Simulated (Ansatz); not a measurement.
Total energies of C₅H₅ClF₄O₃Ti (`CC1=CC(C(F)(F)F)=[O+][Ti-]([OH])([F])([Cl])[O]1`).

Z-matrix (Å, degrees):
```
Ti
O 1 1.962
O 1 1.783 2 127.2
Cl 1 2.207 2 116.0 3 -160.3
C 1 2.999 2 17.5 3 -82.4
F 1 1.753 2 87.7 3 97.7
O 1 2.074 2 80.3 3 -75.6
H 1 2.429 2 123.3 3 -23.7
C 5 1.531 1 140.4 2 -4.9
C 5 1.369 1 99.3 2 177.0
C 7 1.255 1 135.2 2 -8.6
F 9 1.334 5 112.0 1 -176.3
F 9 1.329 5 110.2 1 -56.0
F 9 1.331 5 110.0 1 63.5
H 10 1.078 5 120.0 1 177.5
C 11 1.491 7 117.3 1 -173.3
H 16 1.088 11 112.4 7 -177.6
H 16 1.093 11 108.6 7 61.0
H 16 1.092 11 109.3 7 -55.4
```

Charge 0, multiplicity 1. Correlated methods include outer-core shells of Ti, which these sets cover unevenly. Scalar relativity is left out up to krypton. Geometry: relaxed with PBE0-D4/def2-TZVP. It is one conformer, not always the lowest. Basis def2-TZVPP, the Gaussian-basis code of Ansatz.

RPA on PBE orbitals: Hartree–Fock energy of these orbitals -2122.88394 Eh, correlation -4.75348 Eh (frozen core).

| functional | energy without D4 (Eh) | D4 term (kJ/mol) |
| --- | --- | --- |
| LDA (SPW92) | -2119.55439 | – |
| PBE | -2127.66669 | -61.8 |
| BLYP | -2128.81137 | -131.7 |
| B3LYP | -2128.93202 | -98.0 |
| r2SCAN0 | -2128.32312 | -20.2 |
| HSE06 (plane-wave form) | -2127.65093 | -50.0 |
| BHLYP | -2128.47660 | -75.2 |
| CAM-B3LYP | -2128.68808 | -54.7 |
| ωB97M-V | -2128.59902 | – |
| PBE-QIDH | -2127.39334 | – |

**Question.** Give the same for revPBE, r2SCAN, B97M-V, PBE0, r2SCANh, LC-ωPBE, ωB97X-V, B2PLYP. (An estimate is asked.)

**Answer.** The calculation gave: 
```tsv
functional	energy without D4 (Eh)	D4 term (kJ/mol)
revPBE	-2128.46039	-179.1
r2SCAN	-2128.49255	-17.4
B97M-V	-2128.38663	–
PBE0	-2127.70249	-53.4
r2SCANh	-2128.42244	-18.5
LC-ωPBE	-2128.09763	–
ωB97X-V	-2128.44333	–
B2PLYP	-2128.09783	–
```

B3LYP takes the VWN-RPA correlation (the form of Gaussian; ORCA's B3LYP/G). HSE06 is the plane-wave form, built on full-range PBE exchange. The double hybrids freeze the cores in their second-order part.

LC-ωPBE has ω = 0.4 bohr⁻¹.
